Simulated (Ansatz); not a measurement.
`CC[Te]B(O)O` → `[CH2]` (triplet) + `C[Te]B(O)O`  (formal loss of a carbene)

Gas-phase electronic energies from Ansatz, PBE0-D4/def2-TZVP geometries. CCSD(T)/CBS adds triple-zeta CCSD(T) − MP2 to the extrapolated MP2 energy (def2 sets, frozen cores). This one scheme is used for every species. Functionals use def2-TZVPP. Triplets are unrestricted, without spin–orbit coupling. def2 core potentials past Kr. For Te outer-core shells are correlated without core-valence functions, which leaves a few kJ/mol of doubt a bond. Each species was taken in one conformer, which may not be the lowest.

```csv
level,ΔE (eV),difference from CCSD(T)/CBS
r2SCAN-D4,4.25,-0.25
ωB97M-V,4.51,0.01
B2PLYP,4.37,-0.13
HF/def2-TZVPP,2.89,-1.61
SCS-MP2/def2-TZVPP,4.53,0.03
CCSD/def2-TZVPP,4.26,-0.24
HF/def2-QZVPP,2.89,-1.61
MP2/def2-QZVPP,4.61,0.11
HF/CBS(def2),2.89,-1.61
CCSD/CBS(def2),4.38,-0.12
CCSD(T)/CBS,4.50,0
```

Largest T1 diagnostic among the species: 0.012.

The D4 term adds +0.13 eV with B3LYP and +0.07 eV with PBE0; it sums over pairs of atoms, weighted by their polarisabilities, and B3LYP, whose exchange is more repulsive, gets the larger term. From PBE to PBE0 (25 % exact exchange), in def2-TZVPP and without D4, ΔE moves by −0.09 eV.

B3LYP here is the variant with VWN-RPA as its local correlation; programs differ in this.
